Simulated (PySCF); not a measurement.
Isomers of C8H6FN. Level of theory: TDDFT PBE0/def2-SVPD, vertical, gas phase, core orbitals frozen in the response (PySCF 2.14.0, density-fitted response routines). Geometries: GFN2-xTB; one conformer of each isolated species. Triplets are in the Tamm–Dancoff approximation.

A. `Fc1ccn2ccccc12`
B. `CC1=C(F)C=CC(C#N)=C1`
C. `C#C/C(=C/C#N)CC(=C)F`

Lowest singlet levels (six at most, fewer where fewer were computed) with oscillator strengths:

1. 293 nm (f 0.021); 256 nm (f 0.071); 248 nm (f 0.334); 208 nm (f 0.002); 196 nm (f 0.010); 195 nm (f 0.047); T1 2.82 eV
2. 241 nm (f 0.008); 222 nm (f 0.186); 191 nm (f 0.452); 189 nm (f 0.000); 184 nm (f 0.548); 177 nm (f 0.000); T1 3.72 eV
3. 341 nm (f 0.038); 263 nm (f 0.029); 236 nm (f 0.000); 216 nm (f 0.001); 213 nm (f 0.670); 208 nm (f 0.000); T1 2.65 eV

Question: Match each spectrum to its molecule.

Answer: 1 = C, 2 = B, 3 = A.
- A: S1 at 3.63 eV, HOMO→LUMO (96%); Löwdin shares by element: HOMO carbon 55% or more (atoms not listed hold the other 45%); LUMO carbon 68% or more (atoms not listed hold the other 32%); HOMO -5.57 and LUMO -0.98 eV; point group Cs, 2 of its 6 listed states under f = 0.0005.
- B: S1 at 5.15 eV, HOMO→LUMO+1 (45%), HOMO-1→LUMO (40%), HOMO→LUMO (11%); Löwdin shares by element: HOMO carbon 46% or more, nitrogen 12% (atoms not listed hold the other 42%); LUMO carbon 46% or more, nitrogen 12% (atoms not listed hold the other 42%); HOMO -7.65 and LUMO -1.57 eV.
- C: S1 at 4.23 eV, HOMO→LUMO (60%), HOMO-1→LUMO (36%); Löwdin shares by element: HOMO carbon 57% or more (atoms not listed hold the other 43%); LUMO carbon 56% or more, nitrogen 12% (atoms not listed hold the other 32%); HOMO -7.58 and LUMO -2.45 eV.
